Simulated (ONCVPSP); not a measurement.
## Varying the ONCV potential for iridium (Ir)

Base potential:

| Quantity | Value |
| --- | --- |
| Element | Ir |
| Generator | ONCVPSP 4.0.1 |
| Type | optimised norm-conserving Vanderbilt (ONCV) |
| Functional | revPBE |
| Relativity | fully relativistic |
| Frozen core | [Kr] 4d10 4f14 |
| Valence charge | 17 |
| Reference configuration | 5s2 5p6 5d7 6s2 |
| Partial waves | 5s+6s: rc 1.70 bohr, ncon 3, nbas 7, qcut 8.1 1/bohr, 2 projectors; 5p: rc 1.85 bohr, ncon 3, nbas 7, qcut 8.8 1/bohr, 2 projectors, debl 3.3 Ha; 5d: rc 1.55 bohr, ncon 4, nbas 7, qcut 7 1/bohr, 3 projectors, debl 1.3 Ha |
| Local potential | polynomial inside 1.30 bohr (lpopt 2, dvloc0 3 Ha) |
| Core correction | Teter function, fcfact 1.75, rcfact 1.1 |

Open shells are filled in proportion to 2j + 1.

Cutoffs, loose and tight: the cutoffs (Ha) at which the residual kinetic energy of the hardest occupied pseudo-wave falls to 1 and 0.1 mHa per electron. They do not see the model core or the augmentation charge, which bear on the density cutoff. Test errors are all-electron minus pseudo excitation energies from the reference, over the configurations 5s2 5p6 5d7 6s1; 5s2 5p6 5d7 6s0; 5s2 5p6 5d6 6s0; 5s2 5p6 5d7 6s1 6p1. A dash means not determined; rows that change the core or the reference have their own tests.

```csv
change,outcome,"cutoff, loose","cutoff, tight",bound ghosts,GHOST(+) flags above zero,largest test error (meV)
base,generated,21 Ha,26 Ha,none,none,-4.5
"core correction Teter function, fcfact 1.75, rcfact 1.68",generated,21 Ha,26 Ha,none,none,-12
non-relativistic,generated,22 Ha,27 Ha,none,none,+1.0
d: nbas 8,generated,21 Ha,26 Ha,none,none,-4.5
```
